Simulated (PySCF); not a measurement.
```xyz
3
charge 0 multiplicity 1, angstrom
Y     0.0000    0.0000   -0.4456
O     0.0000    0.0000   -2.2580
Cl    0.0000    0.0000    2.1651
```

Method: PySCF, PBE0, basis Y def2-TZVP with ECP28, O def2-TZVP, Cl def2-TZVP (scalar-relativistic core potentials, no spin–orbit coupling, density fitting).

This geometry of YOCl is a stationary point at this level.

**Question.** What is the point group?

**Answer.** C∞v.

**Question.** Is it a minimum?

**Answer.** No: it has 2 imaginary modes (one degenerate set), at 125i cm⁻¹ (π).

**Question.** List the harmonic modes with their infrared intensities.

**Answer.** 
| symmetry | ω (cm⁻¹) | IR (km/mol, summed over degenerate members) |
| --- | --- | --- |
| π | 125i | – |
| σ+ | 291 | 60.9 |
| σ+ | 858 | 382 |

**Question.** Give the atomic charges and bond orders.

**Answer.** 
```
atom  Mulliken  Löwdin  polar tensor  Mayer order to Y1
  Y1      1.21    0.56          2.24                  –
  O2     -0.66   -0.37         -1.37               2.06
 Cl3     -0.55   -0.19         -0.86               0.82
```

In C∞v the vibrations span π + 2σ+.

Only a few start shapes were tried, so a lower isomer may exist. At this level a singlet minimum of Cs symmetry lies 39 kJ/mol below this structure.
